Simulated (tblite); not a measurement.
C6H15BN2O.
Bonds: C1–C2, C2–C3, C3–C4, C4–O5 (double), C4–N6, N6–C7, N6–B8, B8–N9, N9–C10. Hydrogens: H11, H12, H13 on C1; H14, H15 on C2; H16, H17 on C3; H18, H19, H20 on C7; H21 on B8; H22 on N9; H23, H24, H25 on C10.

Computed with GFN2-xTB (tblite), gas phase: L-BFGS steps from a force-field or distance-geometry start until the largest atomic force falls under 0.01 eV/Å.

Step 75: E = -863.0848 eV
```
atom  x, y, z in Å  |  force x, y, z in eV/Å
C1      2.8886    1.0795    0.9213    0.013   0.014   0.020
C2      2.8921   -0.0707   -0.0769   -0.015  -0.012   0.005
C3      1.6690   -0.9757    0.0608   -0.055   0.008  -0.011
C4      0.3736   -0.2481   -0.2764   -0.037   0.018  -0.017
O5      0.3951    0.8746   -0.7563    0.023  -0.019   0.014
N6     -0.7945   -0.9061   -0.0210   -0.011  -0.017   0.019
C7     -0.7407   -2.2836    0.4282    0.011  -0.037   0.022
B8     -2.1075   -0.2523   -0.0683    0.038   0.021   0.002
N9     -2.2197    1.0949   -0.3208    0.026   0.026  -0.019
C10    -3.3928    1.9304   -0.3256   -0.010  -0.008  -0.005
H11     3.7518    1.7164    0.7478    0.028   0.029   0.044
H12     1.9908    1.6776    0.7987    0.010   0.010  -0.017
H13     2.9266    0.7148    1.9463    0.004  -0.040  -0.007
H14     3.7854   -0.6805    0.0758    0.046   0.013  -0.052
H15     2.9174    0.3368   -1.0885   -0.004   0.002   0.007
H16     1.6137   -1.3642    1.0804   -0.015   0.011  -0.011
H17     1.7753   -1.8251   -0.6200   -0.004  -0.010   0.021
H18    -0.1142   -2.8937   -0.2261   -0.034   0.012   0.002
H19    -1.7469   -2.6937    0.4230    0.001  -0.005  -0.011
H20    -0.3512   -2.3571    1.4481    0.002  -0.010   0.002
H21    -3.0547   -0.9087    0.1521    0.021   0.029   0.018
H22    -1.3646    1.5968   -0.5365   -0.021   0.004   0.001
H23    -4.2788    1.3324   -0.1157    0.023  -0.002  -0.006
H24    -3.5152    2.4160   -1.2978   -0.026  -0.009  -0.004
H25    -3.3094    2.7136    0.4355   -0.015  -0.031  -0.015
```

Step 76: E = -863.0856 eV
```
atom  x, y, z in Å  |  force x, y, z in eV/Å
C1      2.8895    1.0784    0.9224    0.012   0.015   0.011
C2      2.8921   -0.0697   -0.0784   -0.016  -0.020   0.010
C3      1.6687   -0.9751    0.0615   -0.034   0.004  -0.011
C4      0.3726   -0.2477   -0.2752   -0.016   0.007  -0.005
O5      0.3939    0.8749   -0.7549    0.026  -0.017   0.012
N6     -0.7950   -0.9061   -0.0189    0.002  -0.018   0.009
C7     -0.7406   -2.2839    0.4293   -0.004  -0.049   0.021
B8     -2.1069   -0.2517   -0.0698    0.025   0.021   0.013
N9     -2.2198    1.0949   -0.3241    0.011   0.043  -0.022
C10    -3.3937    1.9299   -0.3277   -0.005   0.017   0.001
H11     3.7525    1.7156    0.7512    0.044   0.029   0.039
H12     1.9933    1.6786    0.8001   -0.001   0.005  -0.012
H13     2.9274    0.7110    1.9465   -0.001  -0.037  -0.009
H14     3.7865   -0.6793    0.0728    0.029   0.019  -0.057
H15     2.9160    0.3389   -1.0902   -0.007  -0.004   0.026
H16     1.6162   -1.3648    1.0814   -0.021   0.026  -0.026
H17     1.7748   -1.8250   -0.6188   -0.008  -0.006   0.018
H18    -0.1170   -2.8952   -0.2265   -0.024   0.018  -0.007
H19    -1.7471   -2.6944    0.4249    0.009   0.007  -0.001
H20    -0.3475   -2.3592    1.4478   -0.008  -0.004   0.000
H21    -3.0544   -0.9054    0.1524    0.005   0.009   0.020
H22    -1.3642    1.5963   -0.5381   -0.018   0.018  -0.006
H23    -4.2786    1.3316   -0.1139    0.025  -0.002  -0.020
H24    -3.5194    2.4178   -1.2995   -0.017  -0.038   0.021
H25    -3.3101    2.7138    0.4337   -0.009  -0.044  -0.026
```

Step 77: E = -863.0866 eV
```
atom  x, y, z in Å  |  force x, y, z in eV/Å
C1      2.8920    1.0765    0.9252    0.015   0.017  -0.004
C2      2.8914   -0.0682   -0.0804   -0.004  -0.020   0.013
C3      1.6673   -0.9737    0.0622    0.006  -0.005  -0.007
C4      0.3705   -0.2467   -0.2725    0.015  -0.003   0.010
O5      0.3923    0.8767   -0.7504    0.020  -0.018   0.010
N6     -0.7961   -0.9065   -0.0162    0.012  -0.006  -0.003
C7     -0.7402   -2.2845    0.4314   -0.021  -0.046   0.011
B8     -2.1069   -0.2512   -0.0721    0.008   0.027   0.020
N9     -2.2209    1.0945   -0.3321    0.003   0.023  -0.008
C10    -3.3947    1.9294   -0.3310   -0.012   0.027   0.006
H11     3.7555    1.7140    0.7577    0.051   0.018   0.032
H12     1.9979    1.6802    0.8046   -0.011  -0.003  -0.004
H13     2.9295    0.7038    1.9472   -0.007  -0.032  -0.007
H14     3.7880   -0.6773    0.0660   -0.001   0.024  -0.058
H15     2.9127    0.3432   -1.0916   -0.014  -0.007   0.043
H16     1.6199   -1.3654    1.0821   -0.032   0.042  -0.036
H17     1.7725   -1.8242   -0.6177   -0.010  -0.003   0.010
H18    -0.1224   -2.8965   -0.2290   -0.012   0.018  -0.015
H19    -1.7471   -2.6948    0.4318    0.017   0.018   0.011
H20    -0.3394   -2.3612    1.4467   -0.019  -0.002   0.000
H21    -3.0547   -0.9025    0.1523   -0.009  -0.007   0.023
H22    -1.3648    1.5947   -0.5442   -0.006   0.039  -0.017
H23    -4.2785    1.3318   -0.1103    0.024  -0.007  -0.035
H24    -3.5262    2.4188   -1.3017   -0.013  -0.055   0.026
H25    -3.3086    2.7133    0.4298    0.001  -0.038  -0.021
```

Step 78: E = -863.0875 eV
```
atom  x, y, z in Å  |  force x, y, z in eV/Å
C1      2.8957    1.0744    0.9287    0.012   0.012  -0.012
C2      2.8903   -0.0666   -0.0821    0.011  -0.005   0.013
C3      1.6652   -0.9715    0.0624    0.047  -0.012  -0.003
C4      0.3678   -0.2454   -0.2704    0.040  -0.016   0.026
O5      0.3901    0.8786   -0.7462    0.011  -0.007   0.002
N6     -0.7975   -0.9072   -0.0142    0.019   0.008  -0.006
C7     -0.7394   -2.2856    0.4336   -0.030  -0.016  -0.001
B8     -2.1074   -0.2508   -0.0736   -0.012   0.018   0.023
N9     -2.2223    1.0936   -0.3407   -0.011   0.013   0.011
C10    -3.3959    1.9291   -0.3345   -0.004   0.022   0.003
H11     3.7606    1.7119    0.7660    0.047  -0.001   0.023
H12     2.0036    1.6818    0.8106   -0.013  -0.012   0.003
H13     2.9326    0.6951    1.9484   -0.013  -0.022  -0.010
H14     3.7888   -0.6753    0.0573   -0.023   0.019  -0.050
H15     2.9092    0.3483   -1.0919   -0.024  -0.003   0.043
H16     1.6222   -1.3642    1.0819   -0.042   0.046  -0.024
H17     1.7685   -1.8226   -0.6164   -0.004  -0.006  -0.004
H18    -0.1281   -2.8971   -0.2324   -0.001   0.007  -0.023
H19    -1.7466   -2.6950    0.4412    0.014   0.020   0.018
H20    -0.3292   -2.3628    1.4450   -0.026  -0.001   0.002
H21    -3.0552   -0.9009    0.1535   -0.013  -0.010   0.024
H22    -1.3659    1.5930   -0.5517    0.003   0.051  -0.027
H23    -4.2782    1.3327   -0.1071    0.010  -0.022  -0.039
H24    -3.5335    2.4178   -1.3046   -0.008  -0.058   0.022
H25    -3.3066    2.7132    0.4251    0.012  -0.024  -0.012
```

Question: Estimate the geometry and energy of step 79. (The exact step hangs on the optimiser's Hessian estimate; all steps are aligned on step 78, rigid shifts and turns removed.)

Answer: E = -863.0885 eV, largest force 0.068 eV/Å
```
atom  x, y, z in Å  |  force x, y, z in eV/Å
C1      2.9001    1.0723    0.9325    0.009   0.004  -0.012
C2      2.8893   -0.0649   -0.0833    0.024   0.013   0.006
C3      1.6638   -0.9694    0.0627    0.066  -0.015  -0.001
C4      0.3659   -0.2442   -0.2678    0.051  -0.017   0.031
O5      0.3881    0.8807   -0.7414    0.003  -0.002  -0.001
N6     -0.7987   -0.9080   -0.0128    0.019   0.025  -0.002
C7     -0.7387   -2.2868    0.4358   -0.024   0.019  -0.015
B8     -2.1082   -0.2506   -0.0749   -0.018   0.012   0.020
N9     -2.2240    1.0927   -0.3498   -0.015  -0.010   0.033
C10    -3.3972    1.9289   -0.3379   -0.003   0.000   0.001
H11     3.7671    1.7097    0.7753    0.031  -0.026   0.012
H12     2.0095    1.6829    0.8173   -0.008  -0.018   0.009
H13     2.9359    0.6859    1.9498   -0.016  -0.012  -0.010
H14     3.7895   -0.6732    0.0467   -0.031   0.007  -0.032
H15     2.9045    0.3536   -1.0912   -0.033   0.011   0.026
H16     1.6235   -1.3626    1.0814   -0.046   0.042  -0.002
H17     1.7640   -1.8210   -0.6155    0.007  -0.010  -0.016
H18    -0.1340   -2.8975   -0.2368   -0.002  -0.005  -0.023
H19    -1.7463   -2.6941    0.4524    0.008   0.015   0.018
H20    -0.3183   -2.3642    1.4429   -0.032   0.001   0.000
H21    -3.0559   -0.9005    0.1551   -0.011  -0.004   0.025
H22    -1.3679    1.5922   -0.5611    0.007   0.052  -0.031
H23    -4.2785    1.3343   -0.1043   -0.001  -0.039  -0.036
H24    -3.5410    2.4151   -1.3075   -0.005  -0.041   0.003
H25    -3.3037    2.7129    0.4201    0.019  -0.002  -0.001
```

The energy changes by -0.0010 eV. The first-order estimate −F·Δx gives -0.0014 eV and the mean of the old and new forces, exact on a quadratic surface, -0.0010 eV. The step makes an angle of 78° with the force vector and moves no atom by more than 0.012 Å.

The cost below is that of the whole relaxation. Hardware: one thread, Arm Neoverse N1 (aarch64), shared host with 64 logical CPUs at a one-minute load of 60. Cost: 2.3 s.
